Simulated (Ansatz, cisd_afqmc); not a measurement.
Species: CH3Li, charge 1, doublet. CH3Li+ (parent SMILES [CH3][Li], doublet).
B3LYP-D3(BJ)/def2-TZVP minimum from Ansatz (a quantum-chemistry and plane-wave program):
```
C
H 1 1.0848
H 1 1.0848 2 118.63
H 1 1.0848 2 118.63 3 156.89
Li 1 2.2848 2 96.78 4 101.56
```
Charge +1, spin multiplicity 2.

Total energies in def2-SVP, 7 correlated electrons, 2 frozen orbitals. Open shells are spin-unrestricted; no spin-orbit coupling. Cores are frozen in correlated methods. No relativity. AFQMC/CISD: phaseless, guided by CISD from CCSD amplitudes; bars are statistical, one sigma. Outlying blocks are dropped, and bars are widened where a walk drifts. Over all cases where full CI ran beside it in this data, AFQMC minus full CI had a median of +0.1 mEh and passed +0.4 mEh in a tenth of the cases. The spin of CH3Li+ (parent SMILES [Li][CH3], doublet) was assumed, and the state is the lowest solution found for it.

```csv
method,program,energy (Eh),minus CCSDTQ (mEh)
HF,Ansatz,-46.78579,152.44
MP2,Ansatz,-46.91343,24.80
CCSD,Ansatz,-46.93498,3.24
CCSD(T),Ansatz,-46.93772,0.50
CCSDT(Q),Ansatz,-46.93822,0.00
CCSDTQ,Ansatz,-46.93823,0.00
AFQMC/CISD,cisd_afqmc,-46.9381 ± 0.0001,0.1 ± 0.1
```

Rough core times of Ansatz's runs on a shared machine: CCSD(T) under 20 s, CCSDT(Q) under 20 s, CCSDTQ 4 min.
